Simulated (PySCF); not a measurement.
## Substituent effects on chemical shifts

Parent skeleton `[CH3:1][SiH:2]([CH3:3])[CH:4]=[CH:5][CH:6]=[O:7]`; one hydrogen on atom 6 is replaced by X. Hydrogens on one atom are averaged.

- GFN2-xTB geometry
- shielding tensors at PBE0/pcSseg-1 (GIAO)
- run in PySCF
- non-relativistic, a single conformation, gas phase, averaged over atoms made equivalent by symmetry, fast rotation or ring inversion

δ = σ(ref) − σ, references computed at the same level: TMS for 13C and 29Si and 1H; H2O for 17O.

Parent (X = H): C1/C3 0.0, Si2 -32.8, C4 178.0, C5 143.2, C6 195.5, O7 652.2, H(C1)/H(C3) 0.15, H(Si2) 4.89, H(C4) 7.76 ppm. Effects are Δδ = δ(X) − δ(H), positive for deshielding.

**Question.** Give Δδ (ppm) for X = propynyl, CH2OCH3, ethynyl, OH, allyl, CH2SiH3, NHSiH3, CHF2, NHCH3.

**Answer.** 
| X | SMILES | C1/C3 | Si2 | C4 | C5 | C6 | O7 | H(C1)/H(C3) | H(Si2) | H(C4) |
| --- | --- | --- | --- | --- | --- | --- | --- | --- | --- | --- |
| propynyl | CC#CC(=O)/C=C/[SiH](C)C | -2.5 | +13.9 | -22.7 | +7.1 | -18.5 | -14.0 | +0.07 | -0.29 | +0.01 |
| CH2OCH3 | COCC(=O)/C=C/[SiH](C)C | -2.5 | +14.7 | -19.0 | -0.5 | +9.6 | -2.7 | +0.09 | -0.25 | +0.12 |
| ethynyl | C#CC(=O)/C=C/[SiH](C)C | -2.6 | +14.3 | -19.9 | +6.6 | -18.6 | -0.9 | +0.10 | -0.28 | +0.12 |
| OH | C[SiH](C)/C=C/C(=O)O | -2.6 | +14.5 | -15.2 | -3.1 | -25.8 | -241.7 | +0.10 | -0.25 | +0.20 |
| allyl | C=CCC(=O)/C=C/[SiH](C)C | -2.5 | +14.0 | -21.4 | +3.1 | +1.1 | -20.6 | +0.06 | -0.30 | -0.01 |
| CH2SiH3 | C[SiH](C)/C=C\C(=O)C[SiH3] | -0.8 | -3.0 | -5.3 | +0.8 | +8.6 | -63.5 | -0.06 | +0.01 | -0.32 |
| NHSiH3 | C[SiH](C)/C=C\C(=O)N[SiH3] | -2.4 | -7.1 | -6.4 | -6.5 | -18.2 | -254.6 | +0.25 | -0.26 | -0.03 |
| CHF2 | C[SiH](C)/C=C\C(=O)C(F)F | -2.9 | +4.1 | +2.1 | -3.0 | +0.0 | -32.2 | +0.04 | +0.05 | +0.19 |
| NHCH3 | CNC(=O)/C=C/[SiH](C)C | -4.3 | +5.4 | -24.6 | +0.7 | -30.8 | -286.0 | +0.05 | -0.14 | +0.00 |

**Question.** Which position responds most, and to which substituents?

**Answer.** O7: from -286.0 ppm with NHCH3 to -0.9 ppm with ethynyl.

Unscaled 17O shifts of doubly bonded oxygen tend to come out too high, by tens of ppm or more. Experimental scales use liquid or dissolved standards, which lie at an offset from isolated H2O (liquid H2O: subtract about 36 ppm).
